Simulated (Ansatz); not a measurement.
Two structures of CH6OZn, closed shell, reached by relaxing down either side of one saddle point (PBE0-D4/def2-TZVP). Energies are electronic, without zero-point energy. Computed with Ansatz 0.2.0 (basis: def2-TZVPP and def2-QZVPP); correlated methods freeze the cores. The 3s and 3p shells of Cu and Zn are frozen; filled d shells are correlated. Extrapolation: Hartree–Fock as exp(−7.88 √X), correlation as X^−2.97. First:

Zn1  (-1.074, -0.617, -1.261)
H2  (-0.220, -1.507, -2.141)
O3  (-2.034, 0.438, -0.197)
H4  (1.247, -0.863, 0.855)
C5  (1.253, 0.227, 0.798)
H6  (-2.961, 0.549, -0.407)
H7  (0.243, 0.618, 0.938)
H8  (1.648, 0.539, -0.170)
H9  (1.898, 0.618, 1.585)
(Å)

Second:

Zn1  (-0.675, 0.624, 0.145)
H2  (-0.111, -2.048, -1.769)
O3  (-2.263, 0.677, -0.659)
H4  (0.501, -2.021, -1.342)
C5  (1.004, 0.695, 1.076)
H6  (-2.479, -0.055, -1.236)
H7  (0.855, 0.572, 2.151)
H8  (1.497, 1.654, 0.904)
H9  (1.670, -0.098, 0.730)
(Å)

(1) Which bonds change from the first to the second?

(2) Give the saddle point's structure and its height above each. (Judge from chemistry; the value comes from the calculation.)

The T1 diagnostic stays at or below 0.016. The end structure is not quite a true minimum (one mode of 70i cm⁻¹).

Results:

(1) ZnH₂O ([OH][ZnH]) + CH₄ → CH₄OZn ([CH3][Zn][OH]) + H₂; bonds formed: Zn1–C5, H2–H4; bonds broken: Zn1–H2, H4–C5.

(2) The calculation gives: 57.45 kcal/mol above the first and 47.31 kcal/mol above the second (CCSD(T) at an estimated basis limit (MP2 extrapolated from triple and quadruple zeta, plus CCSD(T) − MP2 in triple zeta)).
| atom | x (Å) | y (Å) | z (Å) |
| --- | --- | --- | --- |
| Zn1 | -0.7123 | -0.0991 | -0.4412 |
| H2 | 0.2114 | -1.4592 | -1.0753 |
| O3 | -2.2991 | 0.6970 | -0.6009 |
| H4 | 0.7098 | -0.8287 | -0.3112 |
| C5 | 1.0442 | 0.2453 | 0.7290 |
| H6 | -2.8755 | 0.2737 | -1.2391 |
| H7 | 0.6452 | 0.2181 | 1.7461 |
| H8 | 1.2940 | 1.2734 | 0.4551 |
| H9 | 1.9821 | -0.3204 | 0.7374 |

Labels in which every atom is bracketed show which atoms are joined, not bond orders.

For scale, one of the runs: CCSD(T)/def2-TZVPP, 210 basis functions (an equivalent command: `ansatz run in.yaml --threads 4`). Time: 86 s of wall clock on 4 CPU threads; the host was shared. Peak host memory: 2.9 GiB.
